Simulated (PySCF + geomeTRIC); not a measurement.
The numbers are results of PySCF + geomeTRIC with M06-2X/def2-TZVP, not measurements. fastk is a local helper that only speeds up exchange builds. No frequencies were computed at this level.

```python
import json, numpy as np
from pyscf import gto, dft
from fastk import lowrank_exchange
atoms = """
B      1.260816     0.466663     0.343789
O      0.023328     0.367035     0.793482
C     -1.010171    -0.336356     0.153383
H      1.989652     1.094603     1.011883
H      1.612466    -0.041104    -0.664705
H     -1.823989     0.359363    -0.064541
H     -1.381017    -1.108998     0.831488
H     -0.671079    -0.801204    -0.776726
"""
def scf(charge, spin, dm0=None):
    mol = gto.M(atom=atoms, basis='def2-tzvp', ecp={}, charge=charge, spin=spin, verbose=3, max_memory=3780)
    mf = dft.KS(mol, xc='m062x').density_fit(auxbasis="def2-universal-jkfit")
    mf.grids.level = 4
    mf.conv_tol = 1e-8
    mf.max_cycle = 60
    mf.kernel(dm0)
    if not mf.converged:
        mf = mf.newton().run(mf.mo_coeff, mf.mo_occ).undo_soscf()
    return mf
mf = scf(0, 0)
from pyscf.geomopt.geometric_solver import kernel as optimize
path = []
done, mol = optimize(mf, maxsteps=80, assert_convergence=False, callback=lambda env: path.append((env["energy"], bool(env["g_scanner"].converged))))
res = dict(converged=bool(done and path[-1][1]), energy=path[-1][0], path=[e for e, c in path], xyz=mol.atom_coords(unit="Angstrom").tolist(), nao=mol.nao)
json.dump(res, open("result.json", "w"))
```

Output:

```
converged SCF energy = -141.197158782705
Geometry optimization cycle 1
converged SCF energy = -141.197158782561
cycle 1: E = -141.197158783  dE = -141.197  norm(grad) = 0.0250866
Geometry optimization cycle 2
converged SCF energy = -141.197764275297
cycle 2: E = -141.197764275  dE = -0.000605493  norm(grad) = 0.0138111
Geometry optimization cycle 3
converged SCF energy = -141.198160092211
cycle 3: E = -141.198160092  dE = -0.000395817  norm(grad) = 0.00508874
Geometry optimization cycle 4
converged SCF energy = -141.198210210822
cycle 4: E = -141.198210211  dE = -5.01186e-05  norm(grad) = 0.00112943
Geometry optimization cycle 5
converged SCF energy = -141.198211883867
cycle 5: E = -141.198211884  dE = -1.67305e-06  norm(grad) = 0.000361101
Geometry optimization cycle 6
converged SCF energy = -141.198211978642
cycle 6: E = -141.198211979  dE = -9.47744e-08  norm(grad) = 9.81337e-05
<class 'geometric.internal.Distance'> : 7
<class 'geometric.internal.Angle'> : 9
<class 'geometric.internal.OutOfPlane'> : 1
<class 'geometric.internal.Dihedral'> : 5
<class 'geometric.internal.TranslationX'> : 1
<class 'geometric.internal.TranslationY'> : 1
<class 'geometric.internal.TranslationZ'> : 1
<class 'geometric.internal.RotationA'> : 1
<class 'geometric.internal.RotationB'> : 1
<class 'geometric.internal.RotationC'> : 1
Step    0 : Gradient = 8.869e-03/1.629e-02 (rms/max) Energy = -141.1971587826
Step    1 : Displace = 5.089e-02/8.801e-02 (rms/max) Trust = 1.000e-01 (=) Grad = 4.883e-03/9.107e-03 (rms/max) E (change) = -141.1977642753 (-6.055e-04) Quality = 0.519
Step    2 : Displace = 2.339e-02/4.686e-02 (rms/max) Trust = 1.000e-01 (=) Grad = 1.799e-03/2.863e-03 (rms/max) E (change) = -141.1981600922 (-3.958e-04) Quality = 0.794
Step    3 : Displace = 5.125e-03/1.048e-02 (rms/max) Trust = 1.414e-01 (+) Grad = 3.993e-04/7.338e-04 (rms/max) E (change) = -141.1982102108 (-5.012e-05) Quality = 1.013
Step    4 : Displace = 1.713e-03/2.925e-03 (rms/max) Trust = 2.000e-01 (+) Grad = 1.277e-04/2.487e-04 (rms/max) E (change) = -141.1982118839 (-1.673e-06) Quality = 1.110
Step    5 : Displace = 2.916e-04/4.510e-04 (rms/max) Trust = 2.828e-01 (+) Grad = 3.470e-05/7.835e-05 (rms/max) E (change) = -141.1982119786 (-9.477e-08) Quality = 0.628
Converged! =D
```

Cost: around 2.5 core-minutes (rough).
